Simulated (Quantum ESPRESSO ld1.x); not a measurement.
Values are calculated unless marked as measured or tabulated.
K0.5+, 18.5 electrons, occupied as [Ne] 3s2 4s(up 0.5, down 0.5) 3p(up 2.75, down 2.75) (fractional occupations, a model configuration).

Level of theory: scalar-relativistic Kohn-Sham, LDA (Slater exchange, VWN5 correlation), spin-polarised, spherical densities, point nucleus (ld1.x of Quantum ESPRESSO 7.5).

Energy parts (Ry):
part                      energy
total                 -1200.3292
kinetic                1206.7375
electron-nucleus      -2851.2281
Hartree                 507.2869
exchange-correlation    -63.1255

Orbitals (lengths in bohr, moments of r in powers of bohr):
orbital  occ.  eigenvalue (Ry)   <1/r>     <r^2>      <r>
1s          2         -258.646   18.67  0.008878  0.08124
2s          2         -26.4254   3.787    0.1794   0.3889
2p          6         -21.1189   3.698    0.1529   0.3511
3s          2         -3.04883   1.115     1.823    1.255
3p        5.5         -1.82928  0.9798     2.326    1.401
4s          1         -0.39396  0.3119     19.72    4.158

The highest occupied level is 4s at -5.360 eV. The density falls to 0.001 e/bohr^3 at r = 4.46 bohr. Summed over all electrons, <r^2> = 37.45 bohr^2, which gives a Langevin (diamagnetic) susceptibility term of -29.7 x 10^-6 cm^3/mol.
